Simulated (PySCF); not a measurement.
# Radial density of Ge(3+) (germanium, charge +3)

UHF, [Ar] 3d10 4s1, 2S determinant. Computed with PySCF 2.14 in aug-cc-pVDZ-PP with ECP10MDF (5s4p3d, 32 functions), with scalar relativity through the core potential. This is the valence pseudo-density: the core potential removes the inner electrons and smooths the orbitals near the nucleus.

```
r (bohr)  4πr²ρ (e/bohr)  4πr²(ρα − ρβ)
 0.00111       1.176e-05         0.0000
 0.00186       3.314e-05         0.0000
 0.00313       9.273e-05         0.0000
 0.00527       0.0002544         0.0000
 0.00886       0.0006622         0.0000
  0.0149        0.001532         0.0001
  0.0251        0.003077         0.0002
  0.0422        0.008523         0.0003
  0.0709         0.06564         0.0004
   0.119          0.6432         0.0003
   0.201           4.179         0.0036
   0.338           17.44         0.0711
   0.568           28.25         0.0746
   0.955           10.73         0.1080
    1.61           1.664         0.6855
    2.70          0.2498         0.2346
    4.55        0.003605         0.0036
```

Energies and moments cover only the electrons outside the core potential.
